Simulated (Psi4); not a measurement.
**CH4GeOS (SMILES C[S][Ge][OH]): methods side by side**

The species is CH4GeOS (8 atoms), meant as a singlet with charge 0. As SMILES, `C[S][Ge][OH]`. The shape was relaxed beforehand at PBE0/def2-TZVP. This is one conformer, not always the lowest.

Quantity: the HOMO–LUMO gap, in eV. The values are calculated.

| level | kind | program | value (eV) | CPU time |
| --- | --- | --- | --- | --- |
| PBE-D4/def2-TZVPP (density fitting) | GGA | Psi4 | 3.54 | 47 s |
| r2SCAN-D4/def2-TZVPP (density fitting) | meta-GGA | Psi4 | 3.84 | 1.8 min |
| B3LYP-D4/def2-TZVPP (density fitting) | global hybrid | Psi4 | 4.93 | 47 s |
| PBE0-D4/def2-TZVPP (density fitting) | global hybrid | Psi4 | 5.32 | 45 s |
| wB97M-V/def2-TZVPP (density fitting) | range-separated hybrid | Psi4 | 9.32 | 1.8 min |

All-electron rows without a relativistic Hamiltonian named are non-relativistic. The values span 3.54 to 9.32 eV. Orbital gaps aren't excitation energies; they tend to grow with the share of exact exchange. CPU times are rough (shared hosts, several kinds of processor): they show what a rung costs within a factor of a few.
